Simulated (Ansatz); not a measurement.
Born–Oppenheimer molecular dynamics of BH₂NaSe (5 atoms, charge 0, multiplicity 1). It starts at the highest image of a converged band. Of that band: Neighbouring images differ by up to 1.4 eV, so the band resolves the path poorly. A vibrational analysis at the climbing image gives one clearly imaginary mode, 307i cm⁻¹: a first-order saddle point.

Method: RKS B3LYP/def2-SVP in Ansatz.

| Quantity | Value |
| --- | --- |
| ensemble | NVE (velocity Verlet) |
| time step | 0.5 fs |
| steps asked | 200 |
| starting velocities drawn for | 300 K |
| seed | 4519 |

First frame:

```xyz
5
Properties=species:S:1:pos:R:3
B -0.118 0.404 0.352
Se 0.209 -1.101 -1.033
Na 1.884 -0.549 1.222
H -0.882 0.101 -0.765
H -1.092 1.146 0.223
```

How far do the bonds stretch over the last three quarters of this one trajectory? (Pairs bonded in most of those frames.)


```tsv
bond	mean (Å)	spread (Å)	shortest	longest
B1–Se2	1.945	0.059	1.86	2.05
B1–H4	1.331	0.195	0.97	1.72
B1–H5	1.355	0.206	1.03	1.89
Se2–Na3	2.644	0.131	2.48	2.87
```

Mean temperature of the second half: 4507 K. The conserved energy stayed within 3.7 meV per atom of its start (net change -0.093 meV per atom), so the integration is sound. The system heated up, since it started high on the potential surface and ran downhill. A run of 0.1 ps of so small a system gives no equilibrium averages. The orbitals stay closed-shell, which can raise the energy where a bond breaks towards radicals; this wasn't checked here.

Time of the run: 8.7 min on 1 thread of Intel(R) Xeon(R) Platinum 8375C CPU @ 2.90GHz (Ice Lake), with other jobs on the host, peak memory 0.16 GiB.
